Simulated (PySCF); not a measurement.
Compound: C3H12GeSi2.
Bonds: Ge1–Si2, Si2–Si3, Si3–C4, C4–C5, C5–C6, C4–C6. Hydrogens: H7, H8, H9 on Ge1; H10, H11 on Si2; H12, H13 on Si3; H14 on C4; H15, H16 on C5; H17, H18 on C6.

A GFN2-xTB structure was refined with PBE0-D3(BJ)/def2-SVP geometry optimisation, gas phase (PySCF 2.14.0). Its GFN2-xTB values:

```json
{"coordinate": "Ge1–Si2", "GFN2-xTB": "2.372 Å"}
{"coordinate": "Ge1–H7", "GFN2-xTB": "1.505 Å"}
{"coordinate": "Ge1–H8", "GFN2-xTB": "1.486 Å"}
{"coordinate": "Si2–Si3", "GFN2-xTB": "2.338 Å"}
{"coordinate": "Si2–H10", "GFN2-xTB": "1.480 Å"}
{"coordinate": "Si3–C4", "GFN2-xTB": "1.845 Å"}
{"coordinate": "Si3–H12", "GFN2-xTB": "1.466 Å"}
{"coordinate": "C4–C5", "GFN2-xTB": "1.512 Å"}
{"coordinate": "C4–H14", "GFN2-xTB": "1.113 Å"}
{"coordinate": "C5–C6", "GFN2-xTB": "1.479 Å"}
{"coordinate": "C5–H15", "GFN2-xTB": "1.087 Å"}
{"coordinate": "C5–H16", "GFN2-xTB": "1.077 Å"}
{"coordinate": "Ge1–Si2–Si3", "GFN2-xTB": "113.8°"}
{"coordinate": "Si2–Si3–C4", "GFN2-xTB": "110.4°"}
{"coordinate": "Si3–C4–C5", "GFN2-xTB": "121.6°"}
{"coordinate": "C4–C5–C6", "GFN2-xTB": "59.9°"}
{"coordinate": "C5–C4–C6", "GFN2-xTB": "58.9°"}
{"coordinate": "Si2–Si3–C4–C5", "GFN2-xTB": "45°"}
```

Question: How do these coordinates change at the PBE0-D3(BJ)/def2-SVP level?

Answer: 
| coordinate | PBE0-D3(BJ)/def2-SVP (Å or °) | change |
| --- | --- | --- |
| Ge1–H8 | 1.542 | +0.056 |
| Ge1–H7 | 1.541 | +0.036 |
| Si3–H12 | 1.499 | +0.033 |
| Si3–C4 | 1.871 | +0.026 |
| Si2–H10 | 1.499 | +0.019 |
| C5–H16 | 1.093 | +0.016 |
| C4–H14 | 1.097 | -0.016 |
| Si2–Si3 | 2.353 | +0.015 |
| C5–C6 | 1.492 | +0.013 |
| Ge1–Si2 | 2.383 | +0.011 |
| C5–H15 | 1.095 | +0.008 |
| C4–C5 | 1.510 | -0.002 |
| Ge1–Si2–Si3 | 111.3 | -2.5 |
| Si2–Si3–C4 | 111.3 | +0.9 |
| Si3–C4–C5 | 120.9 | -0.7 |
| C4–C5–C6 | 60.4 | +0.5 |
| C5–C4–C6 | 59.2 | +0.3 |
| Si2–Si3–C4–C5 | 43 | -2 |

The energy falls by 22.9 kJ/mol over 11 energy and gradient evaluations, the largest force component goes from 0.0256 to 4.3e-04 Eh/bohr, and the atoms move by 0.241 Å rms after alignment. The bond that changes most is Ge1–H8 (ends: germanium bonded to Si and 3 H; Ge–H hydrogen), which lengthens by 0.056 Å. Bonds longer at the end by more than 0.005 Å: 16 of 18; shorter: 1. Among the dihedrals that turn most is H8–Ge1–Si2–H10, from 84° to 58°. Rotational constants go from 2428, 679.9, 605.9 to 2344, 690.8, 611.7 MHz.

The run used 170 basis functions and 65 SCF cycles in all. On an Arm Neoverse V2 with one thread, no GPU, shared host with 96 logical CPUs at a one-minute load of 84, this took 3.2 min of wall time and 0.75 GiB of memory at its peak.

PBE0-D3(BJ)/def2-SVP frequencies: not computed here. The numbers are those of one conformer.
